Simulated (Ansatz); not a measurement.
Total energies of the cluster HfSe2 (the lowest singlet isomer of a short search) from Ansatz at r2SCAN-D4/def2-TZVP, gas phase (1 Eh = 27.2114 eV = 2625.5 kJ/mol). The reference geometry is relaxed at PBE-D4/def2-TZVP.

```xyz
3

Hf   -0.2061   -0.8059    0.3698
Se    1.0944   -0.4890   -1.5763
Se   -0.8883    1.2949    1.2065
```

```csv
state,geometry,energy (Eh)
charge 0 singlet,reference,-4851.18188
charge 1 doublet,reference,-4850.88960
charge 0 triplet,relaxed at PBE-D4/def2-TZVP,-4851.15723
charge 0 quintet,relaxed at PBE-D4/def2-TZVP,-4851.06880
free Hf atom (triplet),–,-47.87064
free Se atom (triplet),–,-2401.47526
```

In the def2 sets Hf takes a core potential; there is no spin–orbit coupling.

Work out the vertical ionisation energy to the doublet.

E(charge 1 doublet) − E(charge 0 singlet) = -4850.88960 − (-4851.18188) = 0.29228 Eh = 7.95 eV. For comparison, −ε of the highest occupied level is 5.45 eV at this level, 2.50 eV less.

Which of the charge 0 states is lowest, and how far above it are the others?

The singlet. triplet: -4851.15723 − (-4851.18188) = 0.02465 Eh = 64.7 kJ/mol; quintet: -4851.06880 − (-4851.18188) = 0.11308 Eh = 296.9 kJ/mol.

What is the binding energy per atom against free atoms?

Atoms: 1 × (-47.87064) + 2 × (-2401.47526) = -4850.82116 Eh. Binding: -4850.82116 − (-4851.18188) = 0.36072 Eh = 9.82 eV, or 3.27 eV for each of 3 atoms (no zero-point energy, no counterpoise term).

The structure comes from a short search, and lower isomers may exist.
